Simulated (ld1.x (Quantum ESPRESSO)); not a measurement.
## Transferability test, PAW potential for aluminium (Al)

ld1.x (Quantum ESPRESSO) 7.5 input, shortened:

```
&input
   title='Al', zed=13., rel=1, dft='PBESOL', iswitch=3,
   config='[Ne] 3s2 3p1'
 /
 &inputp
   pseudotype=3, lpaw=.true., tm=.true., lloc=-1, rcloc=1.50,
   nlcc=.false.,
   which_augfun='PSQ', rmatch_augfun_nc=.true.
 /
4
3S  1  0   2.00   0.00  2.05  2.25  0.0
3S  1  0   0.00   1.45  2.05  2.25  0.0
3P  2  1   1.00   0.00  1.60  1.90  0.0
3P  2  1   0.00   4.95  1.60  1.90  0.0
 &test
   configts(1)='3s2 3p1'
 /
```

Energies are relative to the spin-unpolarised reference configuration 3s2 3p1; without spin polarisation the order of configurations can differ from experiment. Not all tests gave a result: 1 of 7 tests not solved or not reliable. Left out of the table: 3s1 3p0 (pseudo-atom not self-consistent, printed error -17 meV).

Give the all-electron excitation energy and the error of the potential for: 3s2 3p0; 3s2 3p0.5; 3s2 3p1.3; 3s1 3p1; 3s0 3p3; 3s1 3p2.

```tsv
valence configuration	charge	ΔE all-electron (eV)	error AE − PS (meV)
3s2 3p0	+1	5.736	0.0
3s2 3p0.5	+0.5	2.074	+0.2
3s2 3p1.3	-0.3	-0.568	0.0
3s1 3p1	+1	11.527	-2.1
3s0 3p3	0	10.405	-2.7
3s1 3p2	0	5.119	+1.2
```

Levels in the configuration 3s2 3p0:

| level | all-electron (eV) | pseudo (eV) |
| --- | --- | --- |
| 3s | -14.774 | -14.779 |

ld1.x printed “convergence not achieved” for 3 of the counted tests; their residual had stalled under 1e-8, short of the target of 1e-14.
